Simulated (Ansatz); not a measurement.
Reaction (cleavage of the Si–Sn bond): `[CH3][SnH2][SiH2]O` + `N[Si](O)(F)F` → `O[SiH2]N[Si](O)(F)F` + `[CH3][SnH3]`

Calculated with Ansatz (gas phase, PBE0-D4/def2-TZVP geometries, no zero-point term in ΔE). CCSD(T)/CBS adds triple-zeta CCSD(T) − MP2 to the extrapolated MP2 energy (def2 sets, frozen cores). DFT in def2-TZVPP. def2 core potentials past Kr. For Sn outer-core shells are correlated without core-valence functions, which leaves a few kJ/mol of doubt a bond. Each species was taken in one conformer, which may not be the lowest.

`[CH3][SnH2][SiH2]O`:

```xyz
12

C     0.308    2.079   -0.399
Sn   -0.482    0.498    0.820
Si    0.411   -1.807    0.097
O    -0.133   -2.237   -1.408
H     1.391    2.125   -0.288
H     0.066    1.895   -1.446
H    -0.123    3.032   -0.095
H    -2.194    0.520    0.692
H    -0.095    0.814    2.460
H     1.891   -1.779   -0.021
H     0.042   -2.833    1.116
H    -1.081   -2.308   -1.528
```

`N[Si](O)(F)F`:

Cartesian coordinates in Å:
```
N 1.178 0.081 -0.197
Si -0.483 0.278 0.006
O -1.176 -1.012 0.696
F -0.917 1.487 0.927
F -1.068 0.596 -1.431
H 1.772 -0.169 0.576
H 1.674 0.608 -0.896
H -0.979 -1.869 0.318
```

`O[SiH2]N[Si](O)(F)F`:

Cartesian coordinates in Å:
```
O -0.955 -1.801 0.157
Si 0.657 -1.591 -0.006
N 0.970 0.113 -0.167
Si -0.051 1.415 0.133
O -1.560 1.027 -0.342
F -0.134 1.869 1.649
F 0.501 2.681 -0.640
H -1.514 -1.148 -0.276
H 1.280 -2.178 1.203
H 1.228 -2.246 -1.213
H 1.869 0.360 -0.559
H -2.290 1.500 0.063
```

`[CH3][SnH3]`:

Z-matrix (Å, degrees):
```
C
Sn 1 2.140
H 1 1.090 2 110.0
H 1 1.090 2 110.0 3 -120.0
H 1 1.090 2 110.0 3 120.0
H 2 1.709 1 110.1 3 -59.7
H 2 1.709 1 110.1 3 -179.7
H 2 1.709 1 110.1 3 60.3
```

```csv
level,ΔE (eV)
B2PLYP,-0.62
PBE0,-0.50
MP2/def2-TZVPP,-0.67
SCS-MP2/def2-TZVPP,-0.69
HF/def2-QZVPP,-0.75
SCS-MP2/def2-QZVPP,-0.65
HF/CBS(def2),-0.76
MP2/CBS(def2),-0.60
```

(1) What does CCSD(T)/CBS give? (Estimate.)

Largest T1 diagnostic among the species: 0.012.

Answers

(1) Ansatz gave: -0.60 eV. The listed levels differ from it by -0.02, 0.10, -0.07, -0.09, -0.15, -0.05, -0.16, 0.00 eV.

The D4 term adds −0.07 eV with B3LYP and −0.03 eV with PBE0; it sums over pairs of atoms, weighted by their polarisabilities, and B3LYP, whose exchange is more repulsive, gets the larger term. From PBE to PBE0 (25 % exact exchange), in def2-TZVPP and without D4, ΔE moves by −0.07 eV.

B3LYP here is the variant with VWN-RPA as its local correlation; programs differ in this.
